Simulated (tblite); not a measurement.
Compound: C₇H₁₀O.
Z-matrix (Å and degrees, GFN2-xTB geometry), rows numbered from 1:
```
C 
C   1  1.3223
C   2  1.4822  1  123.24
C   3  1.5505  2  117.92  1  -149.31
C   4  1.5290  3   99.11  2  -179.75
O   5  1.4324  4  100.35  3    44.69
C   6  1.4183  5  101.60  4     0.45
C   7  1.5348  3   87.62  2    80.81
H   1  1.0764  2  121.93  3  -179.56
H   1  1.0777  2  121.73  3     0.27
H   2  1.0811  1  119.59  3   179.99
H   3  1.0925  2  110.09  1   -14.19
H   4  1.0845  3  122.86  2    48.14
H   5  1.0941  4  113.68  3   -72.56
H   5  1.0942  4  113.37  3   161.91
H   7  1.0847  3  123.73  2   -50.00
H   8  1.0881  4  117.18  3  -150.88
H   8  1.0832  4  114.76  3    76.81
```

All values are computed: GFN2-xTB (tblite) harmonic vibrations without scaling, gas phase. Against measured fundamentals such values can be off by several per cent, at times by over 20. One conformer, not necessarily the lowest.

Harmonic wavenumbers (cm⁻¹): 46.6, 195.6, 241.3, 366.5, 405.7, 480.8, 512.6, 647.0, 669.1, 862.3, 889.8, 906.9, 916.9, 939.2, 961.8, 973.3, 979.5, 996.9, 1013.2, 1015.2, 1050.3, 1053.9, 1105.3, 1124.5, 1137.0, 1163.2, 1177.4, 1194.9, 1217.5, 1225.6, 1238.1, 1276.9, 1284.1, 1337.9, 1421.6, 1479.6, 1499.5, 1703.1, 2924.0, 2950.4, 2961.9, 3014.0, 3032.0, 3035.7, 3061.6, 3070.4, 3101.1, 3129.9.

A = 4735, B = 1515, C = 1472 MHz; mass 110.073 u (most abundant isotopes); point group C1, symmetry number 1.

Question: Zero-point energy?

Answer: Half the sum of the wavenumbers: 33496 cm⁻¹ = 95.77 kcal/mol.

Question: Give the ideal-gas entropy at 400 K and 1 bar in the rigid-rotor, harmonic-oscillator model (classical rotation).

Answer: Translation 41.49, rotation 28.69, vibration 22.77: S = 92.9 cal/(mol K).

Question: And Cp and H(400 K) − H(0)?

Answer: Cp = 40.14 cal/(mol K), of which vibrations give 32.19 (their classical limit is 48 R = 95.4); H(400 K) − H(0) = 8.44 kcal/mol without the zero-point energy, 5.27 from vibrations.

Question: Blend soft modes into free rotors: weight 1/[1 + (100 cm⁻¹/ν̃)⁴] for the oscillator and the rest for a rotor with moment μB/(μ + B), μ = h/(8π²ν), B = 10⁻⁴⁴ kg m². What vibrational entropy results?

Answer: 21.20 cal/(mol K) in place of 22.77, which changes −T·S at 400 K by +0.63 kcal/mol.

Question: What must be added to the electronic energy to get the Gibbs energy at 400 K and 1 bar?

Answer: ZPE + [H(400 K) − H(0)] − T·S = 95.77 + 8.44 − 37.18 = 67.03 kcal/mol.

Hindered rotation and anharmonicity are outside this model. Other conformers, if any are populated, would add a mixing term that is left out. The structure is chiral; the term R ln 2 for an equal mix with its mirror image is left out.
